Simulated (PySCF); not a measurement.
Compound: C6H13BO2.
Z-matrix (Å and degrees, PBE0-D3(BJ)/def2-SVP geometry), rows numbered from 1:
```
C 
O   1  1.4041
B   2  1.3450  1  123.52
C   3  1.5814  2  119.12  1   173.84
O   4  1.4082  3  112.81  2   159.71
C   5  1.3925  4  113.16  3   -66.56
C   4  1.5512  3  116.38  2    20.54
C   7  1.5388  4   88.77  3   -91.17
C   8  1.5374  7   88.77  4   -18.01
H   1  1.1011  2  109.45  3  -117.76
H   1  1.1008  2  109.32  3   123.93
H   1  1.1024  2  111.62  3     3.02
H   3  1.2171  2  119.68  1    -2.08
H   6  1.1082  5  112.27  4   -63.42
H   6  1.1096  5  112.20  4    57.92
H   6  1.0994  5  108.15  4   177.10
H   7  1.1014  4  109.31  3   156.44
H   7  1.1001  4  118.33  3    30.21
H   8  1.0990  7  111.63  4    95.27
H   8  1.0997  7  117.50  4  -138.18
H   9  1.1022  4  118.85  3   -23.63
H   9  1.1009  4  107.83  3  -147.67
```

All values: PBE0/pcSseg-1 (PySCF, non-relativistic), on one gas-phase PBE0-D3(BJ)/def2-SVP geometry that isn't relaxed in the solvent. The solvent is an IEF-PCM continuum (Bondi radii, 1.10 Å for H, scaled by 1.2). Specific hydrogen bonds and non-electrostatic terms are outside this model.

Gas phase at PBE0/pcSseg-1: HOMO -6.73 eV, LUMO -0.03 eV, dipole 2.26 D.

Task: What does the continuum do to the energy, the frontier levels and the dipole at PBE0/pcSseg-1 in dimethylsulfoxide?

Result: 
| solvent | ε | E(solvent) − E(gas) (kcal/mol) | polarisation term (kcal/mol) | distortion of the solute (kcal/mol) | HOMO (eV) | LUMO (eV) | dipole (D) |
| --- | --- | --- | --- | --- | --- | --- | --- |
| dimethylsulfoxide | 46.83 | -4.15 | -4.68 | 0.53 | -6.89 | -0.01 | 2.78 |

Polarisation term: ½ Σ q·V over the induced surface charges. Distortion: the rise of the solute's own energy as its density leaves the gas-phase optimum.

Task: Which radius a makes the point-dipole formula ΔE = −[(ε − 1)/(2ε + 1)]·μ²/a³ give the value in dimethylsulfoxide, with the gas-phase dipole?

Result: μ = 0.889 au and |ΔE| = 0.00662 Eh give a = 2.05 Å; the farthest nucleus lies 3.75 Å from the centroid of the nuclei, so such a sphere wouldn't even hold the nuclei. The formula assumes a rigid point dipole at the centre of a sphere.

Task: Which IAO charges (PBE0/pcSseg-1) respond most in dimethylsulfoxide (means over atoms taken as equivalent)?

Result: 
| atoms | environment | gas (e) | solvent (e) | change |
| --- | --- | --- | --- | --- |
| O5 | ether oxygen | -0.384 | -0.405 | -0.021 |
| C6 | methoxy carbon | -0.189 | -0.196 | -0.007 |
| O2 | boron-bound oxygen | -0.353 | -0.360 | -0.007 |
| H14/H15/H16 | methyl hydrogen | +0.125 | +0.132 | +0.007 |
| H10/H11/H12 | methyl hydrogen | +0.143 | +0.150 | +0.007 |
| C1 | methoxy carbon | -0.192 | -0.198 | -0.006 |
| H20 | methylene hydrogen | +0.131 | +0.135 | +0.004 |
| H18/H21 | methylene hydrogen | +0.126 | +0.130 | +0.004 |
| H13 | B–H hydrogen | -0.019 | -0.023 | -0.004 |
| C7/C9 | four-membered-ring carbon | -0.263 | -0.266 | -0.003 |
| B3 | three-coordinate boron | +0.229 | +0.231 | +0.002 |
| C8 | four-membered-ring carbon | -0.258 | -0.260 | -0.002 |

Task: Which Mayer bond orders change most in dimethylsulfoxide?

Result: 
```json
{"bond": "C1–O2", "length (Å)": "1.404", "gas": "0.886", "solvent": "0.870", "change": "-0.016"}
{"bond": "O5–C6", "length (Å)": "1.392", "gas": "0.952", "solvent": "0.937", "change": "-0.015"}
{"bond": "C4–O5", "length (Å)": "1.408", "gas": "0.864", "solvent": "0.850", "change": "-0.014"}
{"bond": "O2–B3", "length (Å)": "1.345", "gas": "1.252", "solvent": "1.262", "change": "+0.010"}
{"bond": "B3–C4", "length (Å)": "1.581", "gas": "0.895", "solvent": "0.889", "change": "-0.006"}
{"bond": "C4–C7", "length (Å)": "1.551", "gas": "0.997", "solvent": "1.002", "change": "+0.005"}
{"bond": "C9–H21", "length (Å)": "1.102", "gas": "0.956", "solvent": "0.952", "change": "-0.004"}
{"bond": "C9–C4", "length (Å)": "1.550", "gas": "0.988", "solvent": "0.991", "change": "+0.003"}
```

The run took 37 s of wall time on one thread of an Arm Neoverse V2, no GPU, shared host with 32 logical CPUs at a one-minute load of 16, and the process peaked at 1.2 GiB of memory. This is the whole shielding run at PBE0/pcSseg-1 in dimethylsulfoxide, SCF included.
